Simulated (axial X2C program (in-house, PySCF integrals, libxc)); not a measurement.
## Density and ELF of WBr⁺

All values were computed with an in-house all-electron X2C program for linear molecules (integrals from PySCF). Two-component (2c) means X2C with spin–orbit coupling and atomic mean-field two-electron Coulomb and Gaunt terms. Basis: W dyall-cv3z [13s14p9d7f4g], Br dyall-cv3z [8s9p6d4f1g] (cores contracted in-house); Gaussian nuclei, density fitting, unrestricted open shells. Masses: W 183.951 u, Br 78.918 u.

PBE0, 2c, state Ω = 1 (⟨Sz⟩ = 1.97, ⟨Lz⟩ = -0.97 at PBE0); W at z = 0, Br at z = 2.300 Å.

The maps cover the half plane through the axis: z from -2.4 to 4.2 Å along the bond, ρ from 0.15 to 2.25 Å away from it.

log10 of the density in e/bohr³:

```
 ρ\z  -2.4  -1.8  -1.2  -0.6   0.0   0.6   1.2   1.8   2.4   3.0   3.6   4.2
0.15  -4.0  -2.9  -1.6  -0.1   1.8  -0.1  -0.9  -0.2   1.3  -0.7  -1.6  -2.8
0.45  -4.0  -2.9  -1.8  -0.4   0.4  -0.5  -1.0  -0.6   0.1  -0.8  -1.8  -2.8
0.75  -4.0  -3.0  -2.0  -1.0  -0.4  -1.0  -1.3  -0.9  -0.7  -1.1  -2.0  -3.0
1.05  -4.0  -3.1  -2.2  -1.4  -1.1  -1.4  -1.6  -1.3  -1.2  -1.5  -2.3  -3.2
1.35  -4.1  -3.2  -2.4  -1.8  -1.6  -1.8  -1.9  -1.7  -1.6  -2.0  -2.6  -3.5
1.65  -4.3  -3.5  -2.7  -2.2  -2.1  -2.2  -2.3  -2.2  -2.1  -2.4  -3.0  -3.8
1.95  -4.5  -3.7  -3.1  -2.6  -2.5  -2.6  -2.7  -2.7  -2.6  -2.9  -3.4  -4.1
2.25  -4.7  -4.0  -3.5  -3.1  -2.9  -3.0  -3.2  -3.1  -3.2  -3.4  -3.9  -4.5
```

Electron localisation function (collinear form, no current term, damped to 0 at low density):

```
 ρ\z  -2.4  -1.8  -1.2  -0.6   0.0   0.6   1.2   1.8   2.4   3.0   3.6   4.2
0.15  0.00  0.00  0.10  0.61  0.26  0.54  0.58  0.20  0.41  0.41  0.71  0.18
0.45  0.00  0.01  0.09  0.58  0.34  0.51  0.57  0.27  0.35  0.69  0.68  0.15
0.75  0.00  0.01  0.10  0.42  0.62  0.31  0.53  0.72  0.53  0.83  0.60  0.11
1.05  0.00  0.03  0.16  0.40  0.52  0.26  0.46  0.77  0.83  0.80  0.47  0.06
1.35  0.00  0.04  0.23  0.46  0.52  0.30  0.33  0.65  0.76  0.66  0.30  0.02
1.65  0.00  0.04  0.23  0.46  0.48  0.31  0.20  0.42  0.56  0.43  0.13  0.01
1.95  0.00  0.02  0.17  0.36  0.40  0.24  0.10  0.19  0.30  0.19  0.04  0.00
2.25  0.00  0.00  0.07  0.21  0.25  0.14  0.04  0.06  0.09  0.04  0.00  0.00
```

Axial spin density in 10⁻³ e/bohr³:

```
 ρ\z  -2.4  -1.8  -1.2  -0.6    0.0   0.6  1.2   1.8   2.4   3.0   3.6   4.2
0.15   0.0   0.2   4.9  80.9  102.1  74.7  5.1  -4.9  -1.6  -5.5  -1.2  -0.1
0.45   0.1   0.4   5.9  64.4   50.7  62.1  4.6  -6.6  -0.5  -3.6  -0.8  -0.1
0.75   0.1   0.6   6.2  46.9  108.6  42.8  4.2  -4.1  -1.9  -1.5  -0.4  -0.1
1.05   0.1   0.6   5.0  27.2   54.0  23.9  3.4  -1.5  -0.9  -0.4  -0.1   0.0
1.35   0.1   0.5   3.2  13.0   21.9  11.4  2.3  -0.3  -0.3  -0.1   0.0   0.0
1.65   0.1   0.3   1.7   5.6    8.4   4.9  1.3   0.0  -0.1   0.0   0.0   0.0
1.95   0.0   0.2   0.8   2.2    3.1   2.0  0.6   0.1   0.0   0.0   0.0   0.0
2.25   0.0   0.1   0.3   0.8    1.1   0.7  0.3   0.1   0.0   0.0   0.0   0.0
```

One determinant describes the state; a PBE0 search over occupations chose it and may have missed a lower one. Density functionals use the spin component along the axis (collinear). Without a current term, density functionals place determinants with orbital angular momentum somewhat too high. With several unpaired electrons one determinant need not be a pure state. Open-shell Ω = 0 determinants with evenly filled partner blocks cannot be reached by this program, so the Ω shown need not be the lowest component. The determinant is spin-polarised beyond a pure state at some levels (its spin-free form has ⟨S²⟩ too high), which makes Re and μ there less reliable.
